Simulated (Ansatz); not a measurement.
Geometry optimisation, Ansatz, RKS r2SCAN-D4/def2-SVPD.

The input (input.yaml):

```yaml
crystal:
  periodic: [false, false, false]
  atoms:
    - { symbol: "N", position_ang: [-0.18252, 1.3285, -0.37729] }
    - { symbol: C, position_ang: [-0.18072, 0.34162, 0.40592] }
    - { symbol: B, position_ang: [0.21824, -1.12849, 0.08277] }
    - { symbol: O, position_ang: [0.53039, -2.23939, -0.20241] }
    - { symbol: H, position_ang: [0.11418, 1.13102, -1.33329] }
    - { symbol: H, position_ang: [-0.49957, 0.56674, 1.4243] }
basis:
  gaussian: { orbitals: def2-SVPD }
hamiltonian:
  xc: r2scan
  dispersion: d4
relax:
  f_tol: 0.02
  max_steps: 50
output:
  orbitals: {}
```

Command:

```bash
$ ansatz run input.yaml --threads 2 --pin off --max-ram 3072MiB --backend cpu --events-out ev --progress --plain --runs-dir out
```

Question: Where does it end, and by what steps?

Answer: The forces met the threshold. After 5 steps the energy has fallen by 0.054 eV; H5 moved furthest, 0.09 Å.

```
step  energy less start (eV)  largest force component (eV/Å)  accepted
   0                  0.0000                           2.002       yes
   1                 -0.0454                           0.388       yes
   2                 -0.0531                           0.114       yes
   3                 -0.0534                           0.100       yes
   4                 -0.0539                           0.063       yes
   5                 -0.0543                           0.020       yes
```

```xyz
6
Properties=species:S:1:pos:R:3
N -0.180 1.333 -0.394
C -0.191 0.355 0.433
B 0.213 -1.094 0.074
O 0.538 -2.213 -0.250
H 0.132 1.042 -1.328
H -0.512 0.576 1.465
```

Whether the end is a true minimum wasn't checked by a vibrational analysis.

The run took 12 s on 2 threads of Arm Neoverse V2, with other jobs on the host, peak memory 0.17 GiB.
